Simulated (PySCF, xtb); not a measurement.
Zn(SH) (HSZn), SMILES [SH][Zn+], charge +1.

GFN2-xTB (xtb) at its own geometry gives an orbital gap of 0.92 eV.

Geometry optimised at B3LYP-D3(BJ)/def2-TZVP. The spin state was assumed, not searched. The isomer is the one that the SMILES or the coordinates give; other isomers of the formula were not compared.

### Question
What does r2SCAN/def2-TZVPD (PySCF) give? (Estimate from the structure and the level; the computed values follow.)

### Answer
gap 1.43 eV (levels -12.33 and -10.90 eV).
